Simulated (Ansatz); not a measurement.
Reaction (ligand exchange at the Si–N bond): `[NH2][Al]([F])[NH][SiH3]` + `C[O][Ga]([OH])[Br]` → `C[O][Ga]([Br])[O][SiH3]` + `[NH2][Al]([NH2])[F]`

Isolated molecules relaxed with PBE0-D4/def2-TZVP in Ansatz; ΔE leaves out vibrations. CBS: MP2 limit from def2 TZ/QZ plus the TZ coupled-cluster correction, frozen cores. This one scheme is used for every species. Functionals use def2-TZVPP. B3LYP here is the variant with VWN-RPA as its local correlation; programs differ in this. For Br, Ga outer-core shells are correlated without core-valence functions, which leaves a few kJ/mol of doubt a bond. Scalar relativity is left out up to krypton. Each species was taken in one conformer, which may not be the lowest.

`[NH2][Al]([F])[NH][SiH3]`:

Cartesian coordinates in Å:
```
N -1.750 -0.310 -1.192
Al -0.465 -1.246 -0.451
F -0.456 -2.885 -0.638
N 0.842 -0.515 0.500
Si 1.114 1.144 0.868
H -2.499 -0.704 -1.736
H -1.840 0.691 -1.132
H 1.525 -1.157 0.879
H 2.412 1.645 0.335
H 0.012 1.920 0.235
H 1.105 1.417 2.332
```

`C[O][Ga]([OH])[Br]`:

Cartesian coordinates in Å:
```
C 1.145 1.006 -0.469
O -0.204 0.628 -0.317
Ga -0.741 -0.886 0.420
O -2.475 -1.213 0.537
Br 0.746 -2.400 1.209
H 1.361 1.169 -1.529
H 1.325 1.942 0.068
H 1.847 0.254 -0.089
H -3.005 -0.501 0.170
```

`C[O][Ga]([Br])[O][SiH3]`:

Z-matrix (Å, degrees):
```
C
O 1 1.414
H 1 1.095 2 113.2
H 1 1.094 2 109.2 3 120.8
H 1 1.094 2 109.3 3 -120.8
Ga 2 1.760 1 122.0 3 0.4
O 6 1.766 2 118.2 1 0.0
Br 6 2.256 2 120.3 1 -180.0
Si 7 1.638 6 138.5 2 -179.7
H 9 1.487 7 110.2 6 90.3
H 9 1.485 7 108.3 6 -150.3
H 9 1.488 7 111.2 6 -30.3
```

`[NH2][Al]([NH2])[F]`:

```xyz
8

N    -0.034   -0.860   -1.321
Al   -0.113    0.494   -0.202
N     0.151    0.348    1.530
F    -0.456    1.989   -0.813
H    -0.185   -0.778   -2.312
H     0.165   -1.814   -1.074
H     0.366   -0.503    2.021
H     0.106    1.122    2.172
```

**Question.** Is it downhill or uphill in electronic energy at CCSD(T)/CBS, and by how much? (Estimate.)

**Answer.** Computed: Downhill: ΔE = -41.1 kJ/mol.

**Question.** What do these levels give: r2SCAN-D4, ωB97M-V, B2PLYP, PBE, r2SCAN, PBE0, B3LYP, HF/def2-TZVPP, CCSD/def2-TZVPP, CCSD(T)/def2-TZVPP, MP2/def2-QZVPP, MP2/CBS(def2)? (Estimate.)

**Answer.** Computed: r2SCAN-D4 -38.9, ωB97M-V -39.3, B2PLYP -43.0, PBE -32.4, r2SCAN -38.8, PBE0 -36.2, B3LYP -43.0, HF/def2-TZVPP -55.0, CCSD/def2-TZVPP -43.5, CCSD(T)/def2-TZVPP -41.3, MP2/def2-QZVPP -41.3, MP2/CBS(def2) -40.8 kJ/mol.

Largest T1 diagnostic among the species: 0.012.

In def2-TZVPP, CCSD(T) changes the Hartree–Fock value by +13.7 kJ/mol (the triples alone add +2.2 kJ/mol) and MP2 by +14.0 kJ/mol. From PBE to PBE0 (25 % exact exchange), in def2-TZVPP and without D4, ΔE moves by −3.8 kJ/mol.
